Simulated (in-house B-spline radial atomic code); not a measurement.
Atomic self-consistent-field run: the rhenium ion Re³⁺ (with a hole in an inner shell). Computed with an all-electron radial atomic-structure program (B-spline basis): Dirac-Hartree-Fock, average of the jj configuration, Fermi nucleus of rms radius 5.3698 fm.

In the input, a minus or plus after the letter marks the j = l - 1/2 or j = l + 1/2 subshell.

Command:
```bash
python run_scf.py task.json out
```
Settings (nuclear radius in fm, mass in u):
```
Z                75
configuration    1s2 2s2 2p6 3s2 3p6 3d10 4s2 4p6 4d10 4f14 5s2 5p-2 5p+3 5d5
hamiltonian      dirac
method           hf
spin_polarised   False
nucleus          fermi
rms_radius       5.3698
atomic_mass      186.95575
speed_of_light   137.035999084
```

Output (hartree, bohr):
```
 radial grid: 72 intervals, B-splines of order 8, outer radius 39.1892 bohr

 iter        energy (Eh)    residual
    1      -16702.752742    6.63e-01
    2      -16704.180977    6.39e-02
    3      -16704.241673    2.23e-02
    4      -16704.249154    9.98e-03
    5      -16704.250488    1.88e-03
    6      -16704.250569    3.52e-04
    7      -16704.250570    7.08e-05
    8      -16704.250570    4.27e-05
    9      -16704.250570    3.17e-06
   10      -16704.250570    2.72e-07

 total energy                    -16704.25057
 kinetic                           18875.7016
 electron-nucleus                 -41703.7590
 electron-electron                  6123.8068

 first-order corrections (not in the total)
   Gaunt                            20.1580
   retardation                      -2.1353
   frequency dependence             -0.3569
   self-energy                      14.7489
   Uehling                          -2.8107
   Wichmann-Kroll                    0.1139
   recoil                            0.0301

 orbital      occ     eigenvalue          <r>       <r^2>       <1/r>       r_max    small
 1s1/2      2.000     -2652.2844    0.0180365 0.000447935     88.7084     0.01124  8.02e-02
 2s1/2      2.000      -465.9418    0.0755387   0.0068115     21.6455     0.06467  1.82e-02
 2p1/2      2.000      -444.9186    0.0625417   0.0048717     21.5652     0.04809  1.83e-02
 2p3/2      4.000      -391.9008    0.0705751  0.00606511     18.0315     0.05499  1.65e-02
 3s1/2      2.000      -111.1209     0.196482   0.0442913     7.96042      0.1819  6.04e-03
 3p1/2      2.000      -101.7825     0.186845   0.0407118     7.86111      0.1705  5.97e-03
 3p3/2      4.000       -90.0915     0.201599   0.0471946     6.95066      0.1845  5.46e-03
 3d3/2      4.000       -74.6258     0.176584   0.0366359      6.8261      0.1446  5.31e-03
 3d5/2      6.000       -72.1133     0.181127   0.0384162      6.6122      0.1485  5.17e-03
 4s1/2      2.000       -25.3767     0.440751     0.21933     3.32425      0.4132  1.97e-03
 4p1/2      2.000       -21.4475     0.445889    0.226295     3.21233      0.4132  1.88e-03
 4p3/2      4.000       -18.6827     0.477873    0.259757     2.90946      0.4421  1.69e-03
 4d3/2      4.000       -12.2267     0.493391    0.281976     2.69454      0.4388  1.50e-03
 4d5/2      6.000       -11.7055     0.504396     0.29445     2.62021      0.4482  1.45e-03
 4f5/2      6.000        -3.4922     0.566926       0.395     2.19462      0.4167  1.06e-03
 4f7/2      8.000        -3.3907     0.574442    0.405633      2.1654      0.4217  1.04e-03
 5s1/2      2.000        -4.8363      1.04412     1.22277     1.28514      0.9444  4.35e-04
 5p1/2      2.000        -3.5845      1.13567     1.45563     1.16822       1.007  3.68e-04
 5p3/2      3.000        -3.1613       1.2238      1.6897     1.06783       1.083  3.22e-04
 5d3/2      2.000        -1.4923      1.61739     3.01509    0.794997       1.338  1.85e-04
 5d5/2      3.000        -1.4291       1.6748      3.2328    0.764397       1.382  1.71e-04
```

Cost of the run: 1.6 s on 1 thread of Arm Neoverse V1 (shared host).

For the Dirac Hamiltonian the kinetic term is c α·p + (β - 1)c².
